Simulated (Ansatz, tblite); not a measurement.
Cost and result up the ladder for SnCl2(pyrrolidide)2 (C8H16Cl2N2Sn) (29 atoms). Charge 0, multiplicity 1. Geometry: PBE-D4/def2-SVP.

```tsv
atom	x (Å)	y (Å)	z (Å)
Sn1	0.948	-0.580	0.647
Cl2	2.570	-2.326	0.536
Cl3	1.121	0.434	2.808
N4	-1.006	-1.141	0.495
C5	-1.715	-1.773	1.609
C6	-3.163	-1.863	1.073
C7	-3.008	-1.898	-0.475
C8	-1.481	-1.812	-0.718
H9	-1.617	-1.169	2.533
H10	-1.333	-2.801	1.832
H11	-3.742	-0.972	1.386
H12	-3.685	-2.755	1.471
H13	-3.436	-2.814	-0.928
H14	-3.518	-1.030	-0.937
H15	-1.059	-2.843	-0.833
H16	-1.205	-1.234	-1.623
N17	1.343	0.656	-0.949
C18	0.619	1.938	-0.922
C19	1.526	2.936	-0.160
C20	2.957	2.343	-0.317
C21	2.747	1.048	-1.144
H22	-0.398	1.823	-0.491
H23	0.484	2.269	-1.980
H24	1.237	2.973	0.909
H25	1.441	3.964	-0.564
H26	3.656	3.042	-0.820
H27	3.390	2.104	0.675
H28	2.891	1.257	-2.231
H29	3.437	0.221	-0.881
```

Ansatz on 2 threads of AMD EPYC 7R13 on a shared host and a share (18 GiB) of an NVIDIA H100 80GB HBM3; xTB runs through tblite on one thread. Times are rough, summed over both states, and most runs start from the orbitals of an earlier one. PBE0-D4/def2-TZVP serves as the yardstick here, not as an exact answer. The other state is a triplet.

In the def2 sets Sn takes a core potential; there is no spin–orbit coupling. The xTB rows come from tblite. Single mean-field runs in def2-TZVP are fitted with def2-universal-jkfit. HOMO above LUMO, or a gap near zero within one spin, warns that the state may not be the lowest or that an electron is smeared out.

xTB has no spin-polarisation term.

```json
{"level": "GFN2-xTB", "functions": "83", "wall time": "0.096 s"}
{"level": "GFN1-xTB", "functions": "99", "wall time": "0.1 s"}
{"level": "PBE-D4/def2-TZVP (with forces)", "functions": "530", "wall time": "9.2 s"}
{"level": "r2SCAN-D4/def2-TZVP", "functions": "530", "wall time": "13 s"}
{"level": "PBE0-D4/def2-TZVP (with forces)", "functions": "530", "wall time": "16 s"}
```

(1) Estimate what each level gives for the vertical triplet (eV).

Answers

(1) 
```
                          level  vertical triplet (eV)  difference from PBE0-D4/def2-TZVP (eV)                                  remarks
                       GFN2-xTB                   2.03                                   -1.23                                        –
                       GFN1-xTB                   2.22                                   -1.04                                        –
 PBE-D4/def2-TZVP (with forces)                   2.80                                   -0.46  gap within one spin near zero (triplet)
            r2SCAN-D4/def2-TZVP                   2.95                                   -0.31  gap within one spin near zero (triplet)
PBE0-D4/def2-TZVP (with forces)                   3.26                                    0.00                                        –
```
